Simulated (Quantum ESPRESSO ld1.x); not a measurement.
Q: The aim is neutral caesium in [Xe] 6s1. What will ld1.x (Quantum ESPRESSO 7.5) do with this input?

```
 &input
    zed=55.0,
    iswitch=1,
    rel=1,
    lsd=1,
    dft='PW',
    config='[Xe] 6s1',
    verbosity='high',
    rmax=5000.0,
    prefix='ld1',
    max_out_wfc=37,
    file_charge='ld1.rho',
 /
```

A: Harmless. The energy moves by less than 1e-5 hartree against the default mesh (-7780.838 hartree).

Output (excerpt):

```
     Program LD1 v.7.5 starts

     --------------------------- All-electron run ----------------------------

     scalar relativistic calculation

     atomic number is 55.00
     dft =PW   lsd =1 sic =0 latt =0  beta=0.20 tr2=1.0E-14
     Exchange-correlation= PW
                           (   1   4   0   0   0   0   0)
     mesh =2567 r(mesh) =5017.39832 a.u. xmin = -8.00 dx = 0.00800
     1 Ry =  13.60569312 eV, c = 137.03599908

     n l     nl                  e(Ry)          e(Ha)          e(eV)
     1 0     1S 1( 1.00)   -2628.425515289   -1314.212757645 -35761.5509577
     2 0     2S 1( 1.00)    -412.368100080    -206.184050040  -5610.5538234
     2 1     2P 1( 3.00)    -370.109906881    -185.054953441  -5035.6018148
     3 0     3S 1( 1.00)     -85.690245973     -42.845122987  -1165.8751903
     3 1     3P 1( 3.00)     -72.090047217     -36.045023609   -980.8350597
     4 0     4S 1( 1.00)     -16.145786500      -8.072893250   -219.6746163
     4 1     4P 1( 3.00)     -11.792078107      -5.896039054   -160.4393960
     3 2     3D 1( 5.00)     -52.072269075     -26.036134537   -708.4793133
     5 0     5S 1( 1.00)      -1.974618027      -0.987309014    -26.8660469
     5 1     5P 1( 3.00)      -0.999008596      -0.499504298    -13.5922044
     4 2     4D 1( 5.00)      -5.454417416      -2.727208708    -74.2111295
     6 0     6S 1( 1.00)      -0.175452965      -0.087726482     -2.3871592
     1 0     1S 2( 1.00)   -2628.425151716   -1314.212575858 -35761.5460110
     2 0     2S 2( 1.00)    -412.367875249    -206.183937624  -5610.5507644
     2 1     2P 2( 3.00)    -370.109704164    -185.054852082  -5035.5990567
     3 0     3S 2( 1.00)     -85.689941892     -42.844970946  -1165.8710531
     3 1     3P 2( 3.00)     -72.089745149     -36.044872575   -980.8309498
     4 0     4S 2( 1.00)     -16.145180129      -8.072590064   -219.6663662
     4 1     4P 2( 3.00)     -11.791391609      -5.895695805   -160.4300557
     3 2     3D 2( 5.00)     -52.071986096     -26.035993048   -708.4754631
     5 0     5S 2( 1.00)      -1.972214807      -0.986107403    -26.8333494
     5 1     5P 2( 3.00)      -0.993945640      -0.496972820    -13.5233194
     4 2     4D 2( 5.00)      -5.453509258      -2.726754629    -74.1987734
     6 0     6S 2( 0.00)      -0.140317967      -0.070158983     -1.9091232

     final scf error:  4.5E-15 reached in  33 iterations

     Etot =  -15561.675452 Ry,   -7780.837726 Ha, -211727.380676 eV
     Total magnetization:    1.00 Bohr mag.

     Ekin =   16392.346412 Ry,    8196.173206 Ha,  223029.234854 eV
     Encl =  -37670.765969 Ry,  -18835.382985 Ha, -512536.881483 eV
     Eh   =    6088.465006 Ry,    3044.232503 Ha,   82837.786463 eV
     Exc  =    -371.720901 Ry,    -185.860451 Ha,   -5057.520510 eV
```

Run on one thread of a shared host, so times are rough (Intel(R) Xeon(R) Processor @ 2.60GHz): 0.93 s of CPU time, 0.97 s wall, 33 iterations on 2567 mesh points.
